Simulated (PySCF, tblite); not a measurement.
Isomers of C8H16N2, one GFN2-xTB conformer each. Single-point energies are computed at PBE0/pcSseg-1 (PySCF, gas phase, no added dispersion term), electronic only.

```tsv
SMILES	GFN2-xTB relative energy (kcal/mol)
CCC/C(=N/NC)C1CC1	11.1
C=CCN1[C@H](C)CCN1C	4.3
CC/C=N\N=C/C(C)(C)C	0.0
CC(C)N(C)/N=C/C1CC1	6.4
```

Conformers: `[CH3:1][CH2:2][CH2:3]/[C:4](=[N:5]/[NH:6][CH3:7])[CH:8]1[CH2:9][CH2:10]1` with C1–C2–C3–C4 180°, C2–C3–C4–N5 -116°, C4–N5–N6–C7 160°, C3–C4–C8–C9 108°; `[CH2:1]=[CH:2][CH2:3][N:4]1[C@H:5]([CH3:6])[CH2:7][CH2:8][N:9]1[CH3:10]` with C1–C2–C3–N4 -126°, C2–C3–N4–C5 176°, C3–N4–C5–C6 -112°, N4–C5–C7–C8 -21°, C5–C7–C8–N9 33°, C7–C8–N9–C10 87°; `[CH3:1][CH2:2]/[CH:3]=[N:4]\[N:5]=[CH:6]/[C:7]([CH3:8])([CH3:9])[CH3:10]` with C1–C2–C3–N4 -130°, C3–N4–N5–C6 -109°; `[CH3:1][CH:2]([CH3:3])[N:4]([CH3:5])/[N:6]=[CH:7]/[CH:8]1[CH2:9][CH2:10]1` with C1–C2–N4–C5 -159°, C2–N4–N6–C7 162°, N6–C7–C8–C9 145°.

What does PBE0/pcSseg-1 give for the same structures?

| SMILES | PBE0/pcSseg-1 E (Eh) | PBE0/pcSseg-1 (kcal/mol) | GFN2-xTB (kcal/mol) | point group |
| --- | --- | --- | --- | --- |
| CC/C=N\N=C/C(C)(C)C | -423.36667 | 0.0 | 0.0 | C1 |
| CCC/C(=N/NC)C1CC1 | -423.35815 | 5.3 | 11.1 | C1 |
| C=CCN1[C@H](C)CCN1C | -423.35415 | 7.9 | 4.3 | C1 |
| CC(C)N(C)/N=C/C1CC1 | -423.35372 | 8.1 | 6.4 | C1 |

Both levels put the same isomer lowest; measured from each level's own lowest isomer, the values differ by up to 5.8 kcal/mol (CCC/C(=N/NC)C1CC1: 11.1 against 5.3). As drawn, the lowest has a quaternary carbon, which the highest lacks; the highest has a three-membered ring, which the lowest lacks. Neighbours under 2.5 kcal/mol apart (C=CCN1[C@H](C)CCN1C and CC(C)N(C)/N=C/C1CC1) can change places with a better method, another conformer or zero-point energy.

Which frontier levels, dipoles and rotational constants go with these structures?

| SMILES | HOMO (eV, PBE0/pcSseg-1) | LUMO (eV) | dipole (D) | A, B, C (MHz) |
| --- | --- | --- | --- | --- |
| CC/C=N\N=C/C(C)(C)C | -6.53 | -0.16 | 1.99 | 2721, 656.5, 628.0 |
| CCC/C(=N/NC)C1CC1 | -5.80 | 0.61 | 1.93 | 1664, 816.9, 583.7 |
| C=CCN1[C@H](C)CCN1C | -5.85 | 0.58 | 1.59 | 1964, 966.7, 803.2 |
| CC(C)N(C)/N=C/C1CC1 | -5.55 | 0.73 | 1.54 | 2564, 621.9, 583.2 |

What happens when harmonic zero-point energies from GFN2-xTB frequencies are added?

| SMILES | ZPE (kcal/mol) | electronic (kcal/mol) | with ZPE (kcal/mol) |
| --- | --- | --- | --- |
| CC/C=N\N=C/C(C)(C)C | 142.7 | 0.0 | 0.0 |
| CCC/C(=N/NC)C1CC1 | 143.5 | 5.3 | 6.2 |
| C=CCN1[C@H](C)CCN1C | 143.6 | 7.9 | 8.8 |
| CC(C)N(C)/N=C/C1CC1 | 142.9 | 8.1 | 8.4 |

The zero-point energies span 0.9 kcal/mol. The lowest isomer stays, but the order above it changes.
